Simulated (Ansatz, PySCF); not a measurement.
Bond stretch in SMILES B (H3B), singlet. The B1–H4 bond (B1 also carries H, H; H4 carries nothing else) is varied alone, starting from the PBE0/def2-TZVP optimised geometry.

Computed with: RKS-PBE = restricted PBE/cc-pVTZ (Ansatz, a first-principles code); UKS-PBE = Ansatz with unrestricted PBE/cc-pVTZ; UKS-CAM-B3LYP = unrestricted CAM-B3LYP/cc-pVTZ (PySCF); UCCSDT(Q) = CCSDT(Q) on UHF/cc-pVTZ, frozen core (Ansatz).

Energies relative to the lowest point of each curve near equilibrium, in eV; the last columns give the difference from UCCSDT(Q):

| R / Å | RKS-PBE | UKS-PBE | UKS-CAM-B3LYP | UCCSDT(Q) | RKS-PBE − UCCSDT(Q) | UKS-PBE − UCCSDT(Q) | UKS-CAM-B3LYP − UCCSDT(Q) |
|---|---|---|---|---|---|---|---|
| 0.89 | 1.931 | 1.931 | 1.852 | 1.902 | 0.029 | 0.029 | -0.050 |
| 0.97 | 0.902 | 0.902 | 0.844 | 0.875 | 0.028 | 0.028 | -0.031 |
| 0.99 | 0.723 | 0.723 | 0.670 | 0.696 | 0.026 | 0.026 | -0.027 |
| 1.07 | 0.236 | 0.236 | 0.204 | 0.218 | 0.018 | 0.018 | -0.014 |
| 1.12 | 0.080 | 0.080 | 0.061 | 0.069 | 0.011 | 0.011 | -0.007 |
| 1.16 | 0.017 | 0.017 | 0.009 | 0.012 | 0.005 | 0.005 | -0.003 |
| 1.19 | 0.000 | 0.000 | 0.000 | 0.000 | 0.000 | 0.000 | 0.000 |
| 1.24 | 0.017 | 0.017 | 0.031 | 0.026 | -0.009 | -0.009 | 0.005 |
| 1.27 | 0.051 | 0.051 | 0.073 | 0.065 | -0.014 | -0.014 | 0.007 |
| 1.30 | 0.099 | 0.099 | 0.129 | 0.119 | -0.020 | -0.020 | 0.010 |
| 1.39 | 0.309 | 0.309 | 0.365 | 0.346 | -0.037 | -0.037 | 0.018 |
| 1.47 | 0.554 | 0.554 | 0.632 | 0.605 | -0.051 | -0.051 | 0.027 |
| 1.61 | 1.052 | 1.052 | 1.171 | 1.125 | -0.073 | -0.073 | 0.047 |
| 1.76 | 1.618 | 1.618 | 1.784 | 1.705 | -0.088 | -0.088 | 0.079 |
| 1.97 | 2.385 | 2.385 | 2.621 | 2.472 | -0.088 | -0.088 | 0.149 |
| 2.14 | 2.950 | 2.950 | 3.248 | 3.014 | -0.064 | -0.064 | 0.234 |
| 2.36 | 3.592 | 3.592 | 3.885 | 3.588 | 0.005 | 0.005 | 0.298 |
| 2.61 | 4.197 | 4.110 | 4.308 | — | — | — | — |
| 2.92 | 4.782 | 4.423 | 4.580 | — | — | — | — |
| 3.23 | 5.214 | 4.562 | 4.710 | — | — | — | — |
| 3.58 | 5.562 | 4.624 | 4.779 | — | — | — | — |
| 4.20 | 5.931 | 4.654 | 4.821 | — | — | — | — |

RKS-PBE is furthest from UCCSDT(Q) at 1.76 (-0.088 eV, below); its mean absolute difference over the points is 0.033 eV.

UKS-PBE is furthest from UCCSDT(Q) at 1.76 (-0.088 eV, below); its mean absolute difference over the points is 0.033 eV.

UKS-CAM-B3LYP is furthest from UCCSDT(Q) at 2.36 (0.298 eV, above); its mean absolute difference over the points is 0.059 eV.

Dashes: no converged value, or the column stops at the first point that the program doubted or that broke a chosen test of continuity, which isn't proof of a fault.

The restricted form behind RKS-PBE keeps the bonding electrons paired and can't separate into open-shell fragments. The unrestricted determinant behind UKS-PBE is spin-contaminated at 2.61 to 4.20 Å (<S²> up to 1.0, against 0.00 for a pure singlet). The unrestricted determinant behind UKS-CAM-B3LYP is spin-contaminated at 2.36 to 4.20 Å (<S²> up to 1.0, against 0.00 for a pure singlet). The unrestricted determinant behind UCCSDT(Q) is spin-contaminated at 1.97 to 4.20 Å (<S²> up to 1.0, against 0.00 for a pure singlet).
